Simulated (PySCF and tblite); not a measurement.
Values are calculated unless marked as measured or tabulated.
System: C₆H₈Se, numbered as in [CH3:1][Se:2][CH:3]1[CH:4]=[CH:5][CH:6]=[CH:7]1.

Level: CAM-B3LYP/pcSseg-1 + D3(BJ), IEF-PCM cyclohexane on B3LYP-D3(BJ)/def2-SVP stationary points, with GFN2-xTB thermal terms. Rates follow Eyring's equation with the number of equivalent paths and no tunnelling. Programs: tblite and PySCF.

Tunnelling of the moving H, left out here, will speed the real process. Spin–orbit effects of heavy atoms on shieldings are missing.

**Question.** How high is the barrier to the shift of H on C3 from C3 to C7, through which structure does it pass, and what rate follows at 298 K?

**Answer.** The electronic barrier is 28.9 kcal/mol and ΔG‡(298 K) 26.5 kcal/mol, over a C1 saddle with an imaginary mode of 1131i cm⁻¹ (GFN2-xTB). With 2 equivalent paths, k is 4.7×10⁻⁷ s⁻¹, a mean lifetime of the start of 25 days against this motion. The end lies 0.5 kcal/mol above the start in free energy.
